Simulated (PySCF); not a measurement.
C₃H₁₃Si₃ (doublet state).
Numbering: `[CH3:1][CH:2][SiH2:3][CH:4]([SiH3:5])[SiH3:6]` (hydrogens: H7, H8, H9 on C1; H10 on C2; H11, H12 on Si3; H13 on C4; H14, H15, H16 on Si5; H17, H18, H19 on Si6)

Structure used (GFN2-xTB), in Å, numbered top down from 1:
```xyz
19
C3H13Si3 angstrom
C      2.6709    0.1276    0.2399
C      1.6050   -0.8464    0.5573
Si     0.2543   -1.3373   -0.5966
C     -1.2704   -0.1714   -0.4795
Si    -2.1100   -0.2253    1.2240
Si    -0.8820    1.6029   -1.0352
H      2.6075    1.0007    0.8978
H      2.6100    0.4670   -0.7909
H      3.6600   -0.3091    0.4103
H      1.6367   -1.2451    1.5615
H     -0.1847   -2.7065   -0.2850
H      0.7483   -1.2912   -1.9828
H     -1.9934   -0.5722   -1.1977
H     -2.4895   -1.6013    1.5609
H     -1.2034    0.2848    2.2558
H     -3.3246    0.5982    1.2166
H     -0.2648    1.5953   -2.3666
H      0.0362    2.2447   -0.0905
H     -2.1157    2.3937   -1.1068
```

The hyperfine couplings belong to this conformer and change with its torsions.

Method: UKS B3LYP, pcH-1 on C H Si, non-relativistic, mean-field spin-orbit, GIAO in PySCF. The structure is a single GFN2-xTB conformer in the gas phase; no vibrational or solvent corrections. The geometry wasn't refined by DFT: couplings that depend on bond lengths, twists or pyramidal angles can differ widely from those at the functional's own minimum. The SCF solution wasn't tested for stability.

Task: Match the computed a_iso(13C) values +79.4, +46.1, -31.0 MHz with the sites C1; C2; C4.

Result: 
| site | a_iso (MHz) | ρ(0) (bohr⁻³) | position | distance from C2 (Å) | spin population | largest \|T\| (MHz) |
| --- | --- | --- | --- | --- | --- | --- |
| C1 | -31.0 | -0.0275 | 1 bond from C2 | 1.48 | -0.08 | 3.1 |
| C2 | +79.4 | +0.0708 | largest spin population | 0.00 | +0.99 | 148.1 |
| C4 | +46.1 | +0.0410 | 2 bonds from C2 | 3.13 | +0.04 | 7.7 |

Task: The isotropic 29Si couplings, averaged over equivalent nuclei, are +45.4, +0.6 MHz. Assign them to Si3; Si5/Si6.

Result: 
| site | a_iso (MHz) | ρ(0) (bohr⁻³) | position | distance from C2 (Å) | spin population | largest \|T\| (MHz) |
| --- | --- | --- | --- | --- | --- | --- |
| Si3 | +45.4 | -0.0512 | 1 bond from C2 | 1.84 | -0.02 | 2.9 |
| Si5/Si6 | +0.6 | -0.0006 | 3 bonds from C2 | 3.83 | 0.00 | 0.5 |

Task: The isotropic 1H couplings, averaged over equivalent nuclei, are +79.8, -55.7, +15.5, +5.7, +0.1 MHz. Assign them to H7/H8/H9; H10; H11/H12; H13; H14 (×6).

Result: 
| site | a_iso (MHz) | ρ(0) (bohr⁻³) | position | distance from C2 (Å) | bound to | spin population there | largest \|T\| (MHz) |
| --- | --- | --- | --- | --- | --- | --- | --- |
| H7/H8/H9 | +79.8 | +0.0179 | β, 2 bonds from C2 | 2.13 | C1 | -0.08 | 8.6 |
| H10 | -55.7 | -0.0125 | α, 1 bond from C2 | 1.08 | C2 | +0.99 | 36.1 |
| H11/H12 | +15.5 | +0.0035 | β, 2 bonds from C2 | 2.72 | Si3 | -0.02 | 5.8 |
| H13 | +5.7 | +0.0013 | γ, 3 bonds from C2 | 4.01 | C4 | +0.04 | 3.8 |
| H14 (×6) | +0.1 | 0.0000 | 4 bonds from C2 | 4.32 | Si5/Si6 | 0.00 | 2.3 |

ρ(0) is the spin density at the nucleus and T the dipolar tensor; a_iso includes a spin–orbit part; entries for several nuclei are means. Largest spin populations (Mulliken): C2 (+0.99) and C1 (-0.08). No atom but C2 exceeds +0.15. The positive populations add up to 1.14 and the negative ones to -0.14, together 2S = 1. The angles at C2 add up to 360.0°, so it is planar; its axial dipolar tensor and the negative coupling of its proton fit spin in a p orbital normal to that plane.

Means are taken over nuclei equivalent by connectivity, which assumes that they swap fast. The three 1H nuclei of mean +79.8 MHz run from 2.2 to 125.0 MHz in the frozen geometry.

The run took 2.2 min wall (grids of density and orbitals included) on one thread of an Arm Neoverse V1, shared host with 32 logical CPUs at a one-minute load of 21, and the process peaked at 1.1 GiB of memory.
